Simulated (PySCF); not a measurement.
C4H3S (SMILES [c-]1ccsc1), charge -1, singlet, geometry from GFN2-xTB (in this run its highest filled SCF level lies above zero, so its values depend strongly on the basis, on diffuse functions most of all), with bond 8-5 at 1.6 times its length. Base run: SVWN5/pcseg-1 run with PySCF.

PySCF was given this input:
```python
from pyscf import gto, scf, dft

mol = gto.Mole()
mol.atom = '''
    S    -0.005375   -0.048157    1.218419
    C     0.019862    1.307726   -0.163200
    C    -0.016961   -1.175655   -0.087082
    C     0.017210    0.812955   -1.371054
    C    -0.004057   -0.620932   -1.325629
    H     0.032994    2.305663    0.240934
    H    -0.033413   -2.229529    0.160926
    H    -0.013419   -1.627731   -2.748267
'''
mol.basis = 'pcseg-1'
mol.charge = -1
mol.spin = 0
mol.verbose = 4
mol.build()

mf = dft.RKS(mol)
mf.xc = 'lda,vwn'
mf.kernel()
```

Variants of this job, named by their change:

```tsv
change	ΔE vs base (µEh)	SCF cycles	outcome
base	0.0	13	converged
conv_tol = 1e-12	0.0	26	converged
init_guess = sap	0.0	17	converged
init_guess = vsap	0.0	16	converged
conv_tol = 1e-6	1.0	10	converged
diis_space = 12	0.0	13	converged
diis_space = 4	0.0	33	converged
conv_tol = 1e-11	0.0	16	converged
DIIS = EDIIS	-	50	not converged
init_guess = mod_huckel	0.0	17	converged
level_shift = 0.3 (with mf.max_cycle = 100)	0.0	26	converged
init_guess = atom	0.0	14	converged
conv_tol_grad = 1e-3	0.0	13	converged
```
